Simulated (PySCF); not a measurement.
Job file and geometry (Å, from PBE0-D3(BJ)/def2-SVP) of an NMR shielding run on AlCl2(OH) (SMILES [OH][Al]([Cl])[Cl]), GIAO PBE/pcSseg-1 Al:pcSseg-2 NMR shielding, non-relativistic, gas phase in PySCF; density fitting, a coarse starting grid and PySCF grid level 2 are the driver's defaults:

```
{"job": {"kind": "nmr", "xc": "PBE", "basis": {"default": "pcSseg-1", "Al": "pcSseg-2"}, "pop": false}, "charge": 0, "multiplicity": 1}
Al     0.213355     0.354066    -0.074906
Cl     2.293211     0.368974    -0.212880
Cl    -0.808094     2.151663    -0.333092
O     -0.605357    -1.039792     0.229717
H     -1.093116    -1.834920     0.391151
```

**Question.** What does the program print?

**Answer.** 
```
coarse grid: 6584 points
cycle   1  E = -1238.0318882256  dE =  3.945e-01  |g| = 9.599e-01  |ddm| = 2.172e+00
cycle   2  E = -1237.1012461121  dE =  9.306e-01  |g| = 2.272e+00  |ddm| = 1.884e+00
cycle   3  E = -1238.1789911889  dE = -1.078e+00  |g| = 2.881e-01  |ddm| = 1.547e+00
cycle   4  E = -1238.1973492047  dE = -1.836e-02  |g| = 1.381e-01  |ddm| = 3.998e-01
cycle   5  E = -1238.2013055516  dE = -3.956e-03  |g| = 3.300e-02  |ddm| = 1.502e-01
cycle   6  E = -1238.2015726988  dE = -2.671e-04  |g| = 1.019e-02  |ddm| = 4.214e-02
cycle   7  E = -1238.2016012176  dE = -2.852e-05  |g| = 1.406e-03  |ddm| = 1.132e-02
cycle   8  E = -1238.2016015871  dE = -3.695e-07  |g| = 2.784e-04  |ddm| = 9.951e-04
final grid: 51968 points
cycle   9  E = -1238.2393689816  dE = -2.040e-05  |g| = 9.412e-03  |ddm| = 1.168e-02
cycle  10  E = -1238.2393191355  dE =  4.985e-05  |g| = 1.898e-02  |ddm| = 1.457e-02
cycle  11  E = -1238.2393826056  dE = -6.347e-05  |g| = 1.255e-03  |ddm| = 1.034e-02
cycle  12  E = -1238.2393828356  dE = -2.300e-07  |g| = 2.082e-04  |ddm| = 8.690e-04
cycle  13  E = -1238.2393828451  dE = -9.495e-09  |g| = 3.855e-05  |ddm| = 2.249e-04
cycle  14  E = -1238.2393828455  dE = -3.599e-10  |g| = 1.342e-05  |ddm| = 5.385e-05
converged SCF energy = -1238.2393828455

GIAO shielding tensors (ppm)
atom      isotropic    diamagn.    paramagn.     s11        s22        s33       span
  0 Al     453.621     795.481    -341.861    383.982    476.346    500.534    116.553
  1 Cl     950.348    1148.351    -198.004    875.303    876.917   1098.823    223.520
  2 Cl     949.225    1148.370    -199.145    874.324    875.988   1097.363    223.039
  3 O      303.842     383.612     -79.770    275.157    292.732    343.635     68.478
  4 H       28.597      30.997      -2.400     20.327     20.620     44.844     24.516
```

Size and cost of the density-fitted run: 113 basis functions, 5.2 s wall time on 1 thread of an Arm Neoverse V2, shared host.
